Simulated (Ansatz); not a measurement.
Computed with Ansatz on PBE0-D4/def2-TZVP structures; ΔE is electronic, products minus reactants. CCSD(T)/CBS adds triple-zeta CCSD(T) − MP2 to the extrapolated MP2 energy (def2 sets, frozen cores). This one scheme is used for every species. Functionals use def2-TZVPP. B3LYP here is the variant with VWN-RPA as its local correlation; programs differ in this. For Ge outer-core shells are correlated without core-valence functions, which leaves a few kJ/mol of doubt a bond. Scalar relativity is left out up to krypton. Each species was taken in one conformer, which may not be the lowest.

Reaction (cleavage of the Ge–Al bond): `[F][GeH2][AlH2]` + `BO` → `B[O][GeH2][F]` + `[AlH3]`

`[F][GeH2][AlH2]`:

```xyz
7

F    -0.579    2.138    0.406
Ge   -0.182    0.779   -0.636
Al    0.288   -1.198    0.809
H    -1.401    0.645   -1.577
H     1.005    1.281   -1.490
H     0.674   -2.566    0.104
H     0.195   -1.080    2.384
```

`BO`:

Cartesian coordinates in Å:
```
B 0.208 0.185 0.316
O 0.033 -0.666 -0.715
H 1.273 0.161 0.860
H -0.675 0.926 0.656
H -0.838 -0.606 -1.117
```

`B[O][GeH2][F]`:

Z-matrix (Å, degrees):
```
Ge
O 1 1.778
F 1 1.730 2 105.1
H 1 1.530 2 110.2 3 115.4
H 1 1.526 2 107.2 3 -114.1
B 2 1.348 1 124.8 3 -93.4
H 6 1.199 2 117.8 1 177.6
H 6 1.206 2 120.5 1 -3.0
```

`[AlH3]`:

Z-matrix (Å, degrees):
```
Al
H 1 1.586
H 1 1.586 2 120.0
H 1 1.586 2 120.0 3 -179.9
```

CCSD(T)/CBS gives -3.4 kcal/mol.

Task: Another level gave -2.1 kcal/mol. Which?
A. B2PLYP/def2-TZVPP
B. LDA (SPW92)/def2-TZVPP
C. B97M-V/def2-TZVPP
D. B3LYP/def2-TZVPP

Result: D. B3LYP -2.1, B2PLYP -4.1, LDA (SPW92) 0.9, B97M-V -6.4 kcal/mol.

Largest T1 diagnostic among the species: 0.014.

At CCSD(T), def2-SVP lies −2.2 kcal/mol from the extrapolated value and def2-TZVPP −1.4 kcal/mol. Leaving LDA and LC-ωPBE aside and taking each functional with its dispersion term where it has one, the values, not all of them listed here, spread over 7.4 kcal/mol, from B97M-V to PBE-D4. From PBE to PBE0 (25 % exact exchange), in def2-TZVPP and without D4, ΔE moves by −1.3 kcal/mol.
